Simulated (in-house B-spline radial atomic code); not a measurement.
Relativistic effects in Al VII (Al6+), [He] 2s2 2p3: non-relativistic Hartree-Fock (point nucleus) against Dirac-Hartree-Fock (Fermi nucleus of rms radius 3.061 fm), both averages of the configuration, computed with a radial B-spline atomic code at the basis-set limit.

```
orbital  ε NR (Eh)  ε Dirac (Eh)  <r> NR (bohr)  <r> Dirac (bohr)  change of <r> (%)
  1s1/2    -65.127             ?         0.1198                 ?                  ?
  2s1/2    -9.9323             ?         0.5687                 ?                  ?
  2p1/2    -8.7504       -8.7681         0.5137            0.5122               -0.3
  2p3/2    -8.7504        -8.747         0.5137            0.5136                0.0
```

Question: What happens to 2s1/2?

Answer: Its energy goes to -9.9591 hartree and <r> to 0.5671 bohr (-0.28 %).

Question: What happens to 1s1/2?

Answer: Its energy goes to -65.266 hartree and <r> to 0.1195 bohr (-0.29 %).

Question: What explains the pattern of contraction and expansion?

Answer: The s and p1/2 orbitals contract directly, as their density near the nucleus moves at relativistic speed. Nothing expands appreciably in this ion.

Question: By how much does the total energy change?

Answer: By -0.44899 hartree, from -222.816 to -223.265.
